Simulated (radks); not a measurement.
Results of a calculation; reference values are marked as such.
Problem. These are the eigenvalues of the occupied orbitals of an atom or ion with whole-number occupations (Ry). Code: a radial shooting solver on a logarithmic mesh with Libxc functionals. Model: Dirac Kohn-Sham, LDA (Slater exchange, Perdew-Wang correlation), spin-unpolarised, spherical densities, finite nucleus; Fermi nuclear charge, rms radius of each element as measured or else 0.836 A^(1/3) + 0.57 fm.

| orbital | eigenvalue |
|---|---|
| 1s1/2 | -530.8388 |
| 2s1/2 | -77.71806 |
| 2p1/2 | -69.57364 |
| 2p3/2 | -68.65316 |
| 3s1/2 | -21.78180 |
| 3p1/2 | -19.28461 |
| 3p3/2 | -19.12420 |
| 4p1/2 | -8.55701 |

Which element is it, and in what charge state? The configuration may be excited. Open shells, if any, fill j = l - 1/2 first.

Solution. Z = 26, iron, charge +9: Fe9+ in [Ne] 3s2 3p4 4p1. The list shows which subshells hold electrons but not how many an open one holds; the 1s level, -265.42 hartree, gives Z - s = 23.0 by -(Z - s)^2/2, which with screening and relativity narrows Z to a few neighbours, and the depths of the outer levels then fix element, charge and occupations together.
